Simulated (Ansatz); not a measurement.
B₆Pt⁺, relaxed as a doublet with UKS r2SCAN-D4/def2-SVP in Ansatz, starting from the GFN2-xTB geometry. Force threshold 0.02 eV/Å.

In the def2 sets Pt takes a core potential; there is no spin–orbit coupling. Another isomer (doublet) lies 1.06 eV lower at PBE0-D4/def2-TZVP; other spin states weren't run for this one.

Start:

```xyz
7

Pt    1.562   -0.452    1.433
B     0.139    0.611    0.604
B    -0.999   -0.858    0.196
B    -0.372    1.200   -0.916
B     0.500   -1.158   -0.174
B     0.618    0.055   -1.166
B    -1.448    0.601    0.023
```

Question: Estimate the energy that the relaxation releases and the steps that it takes.

Answer: 72.7 kJ/mol, in 15 steps; 28 s on 4 threads of Intel Xeon 6975P-C on a shared host. No frequencies were taken in this run, so the end may be a saddle point.

Question: Does the start keep its bonding?

Answer: Bonds formed: Pt1–B6 (atoms count from 1).

Question: Predict the relaxed structure.

Answer: 
```csv
atom,x (Å),y (Å),z (Å)
Pt1,1.782,-0.251,1.033
B2,-0.081,0.445,0.753
B3,-1.196,-0.834,0.060
B4,-0.338,1.048,-0.964
B5,0.366,-1.254,-0.114
B6,0.982,0.101,-0.859
B7,-1.516,0.745,0.090
```
Bond lengths: 10 × B–B 1.61 to 1.96 Å; 3 × B–Pt 2.01 to 2.08 Å.
